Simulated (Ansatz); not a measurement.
Diatomic BeSi, multiplicity 3 (lowest of 2S+1 = 1, 3 at CCSD(T)/def2-TZVPP on PBE0 minima; our sources give no spin for the ground state, which may be another). The T1 diagnostic near the minimum is 0.116, so single-reference values are doubtful.

Constants: fifth-degree fit in 1/R to seven points, most abundant isotopes. Runs in def2 and cc sets follow the lowest solution found near the PBE0 minimum.

Codes used: Ansatz (a program for electronic structure) with Gaussian orbitals. Each number belongs to the level named beside it.

Energies at wB97M-V/def2-TZVPP:

```csv
R (Å),E (hartree)
1.972620,-304.05723305
2.025647,-304.05961660
2.074432,-304.06070983
2.129581,-304.06093847
2.184729,-304.06033596
2.248362,-304.05887585
2.322601,-304.05646093
```

### Question
With a reduced mass of 6.8164 u, find the minimum, the force constant and the constants.

### Answer
A fifth-degree polynomial in 1/R puts the minimum at r_e = 2.1151 Å with force constant 127 N/m. Then ω_e = (1/2πc)√(k/μ) = 563 cm⁻¹ and B_e = h/(8π²cμr_e²) = 0.5528 cm⁻¹; the cubic and quartic terms give α_e = 0.0079 and ω_e x_e = 7.1 cm⁻¹.
